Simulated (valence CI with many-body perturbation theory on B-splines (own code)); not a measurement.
**Ga²⁶⁺ in brief**

Computed by configuration interaction combined with many-body perturbation theory (CI+MBPT): three valence electrons over a frozen Dirac-Fock core [He], a basis of 11 s, 11 p, 9 d, 7 f, 5 g, 2 h, 1 i functions for each j, with the one-electron correlation potential Σ1, the two-electron term Σ2, the three-electron term Σ3, Breit, model QED; selected CI, second order for the rest (own B-spline code, finite nucleus).

The last digits are not significant, and no measured levels were compared; by estimate large intervals hold to a few tenths of a per cent, small ones and those within an open d or f shell to about a per cent.

Names give the largest LS component (configuration and term), which can be under half, so a name can repeat, a term be missing and a line seem to break the LS rules; names also repeat where a configuration has a term twice.

Rates and lifetimes use the calculated energies. Strong lines usually hold to 10 to 20 %, long lifetimes can be off by a factor of two.

Question: What is the ground level?

Answer: 2s2 2p 2P°_1/2, composition 98 % 2s2 2p 2P°, g = 0.658.

Question: Among levels below 1732.9 eV, which E1 lines absorb most strongly from the ground level?

Answer: to 2s2 3d 2D_3/2 at 0.7934 nm, f = 0.684; to 2s 2p 3p 2D_3/2 at 0.7731 nm, f = 0.230; to 2s 2p 3p 2P_1/2 at 0.7760 nm, f = 0.126.

Question: What is the ionisation energy?

Answer: 2683.6 eV; NIST lists 2683 ± 1.4 eV (semi-empirical).

Question: How well does LS coupling describe the low levels?

Answer: Among the lowest 20 levels the leading LS term, summed over configurations, holds 89 % on average. For single configurations the figures are 87 % in LS and 88 % in jj coupling. Terms mix most in the J = 1/2 level at 174.2 eV, where the leading one holds 68 %.

Question: What are the static dipole polarisabilities of the lowest levels?

Answer: 2s2 2p 2P°_1/2 0.00667; 2s2 2p 2P°_3/2 0.00684 (tensor 0.00062) bohr³, of which the core gives 9.68e-06.
